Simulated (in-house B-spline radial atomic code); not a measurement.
Results of a calculation; reference values are marked as such.
# Building a PAW s channel for Tc, r_c = 2.74 bohr

Tc, [Kr] 4d5 5s2, non-relativistic LDA (VWN5), spherical and spin-unpolarised, from an all-electron radial atomic-structure program (B-spline basis) (atomic units; all potentials screened as in the neutral atom).

Two all-electron partial waves φ1, φ2 are integrated outwards at E1 = ε(5s) = -0.183637 and E2 = E1 + 2 hartree; φ1 is the bound orbital and φ2 has unit norm inside r_c = 2.7385 bohr. Smooth partners are polynomials, r^1(a0 + a1 r² + a2 r⁴ + a3 r⁶), matched to φ and three derivatives at r_c, with no condition on the norm. The local potential is -3.62534 + (1.15371) r² + (-0.152829) r⁴ + (0.0074158) r⁶ inside 2.2985 bohr and the all-electron one outside.

```json
{"wave": "1", "φ(r_c)": "0.6090637", "φ'(r_c)": "0.02138257", "a0": "0.1538518", "a1": "0.04860238", "a2": "-0.007517475", "a3": "0.0003007717"}
{"wave": "2", "φ(r_c)": "0.7699584", "φ'(r_c)": "1.807207", "a0": "-2.741693", "a1": "0.7690597", "a2": "-0.0574187", "a3": "0.001149139"}
```

Inside r_c the overlaps are <φi φj> = [[0.33172, -0.27106], [-0.27106, 1.00000]] and, for the smooth waves, [[0.37552, -0.75234], [-0.75234, 5.32238]]. With χj = (Ej − T − V_local) applied to smooth wave j, the program's quadrature gives the matrix B_ij = <smooth i, χj> as [[0.24224, -2.39375], [-1.43118, 16.84230]].

(1) Check the match of the first wave, and find the augmentation charges q_ij.

(2) B isn't symmetric. Show that D_ij = B_ij + Ej q_ij is.

Solving (T + V_local + Σ p D p) ψ = E (1 + Σ p q p) ψ in a sphere of 9 bohr, whose wall lifts the free-atom level a little, gives these levels:

| all-electron | one projector | two projectors |
| --- | --- | --- |
| -0.182786 | -0.204364 | -70.962900 |
| 0.104939 | -0.182785 | -0.182786 |
| 0.475536 | 0.107308 | 0.104848 |
| 1.008840 | 0.481995 | 0.475089 |
| 1.693340 | 1.014570 | 1.008180 |

(3) What does the second projector gain?

Results:

(1) At r_c the four terms are 0.42132, 0.99815, -1.15781, 0.34740, which sum to 0.6091, φ1(r_c) to rounding. q_ij is the all-electron overlap less the smooth one: [[-0.04380, 0.48128], [0.48128, -4.32238]]. The smooth first wave has a norm of 0.3755 inside r_c against 0.3317, so q11 is negative and must stay small enough for the overlap operator to be positive.

(2) Integrating by parts gives B12 − B21 = (E1 − E2) q12: -2.39375 − (-1.43118) = -0.96257, and −2 × (0.48128) = -0.96256. So D12 = -2.39375 + (1.816363)(0.48128) = -1.51957 and D21 = -1.43118 + (-0.183637)(0.48128) = -1.51956; D11 = 0.25029, D22 = 8.99129. The projectors, p = (B⁻¹)ᵀ χ, are dual to the smooth waves; det B = 0.65.

(3) With one projector a ghost lies below the reference level, so the set fails. With two a ghost lies below the reference level, so the set fails. The lowest eigenvalue of the overlap operator is 0.7069 with one and 0.001434 with two projectors. The smooth orbital alone needs a cutoff of 2.42 hartree for 1 millihartree of kinetic energy, against 5.25 for a norm-conserving Troullier-Martins orbital of the same radius, which is no gain while the set fails.
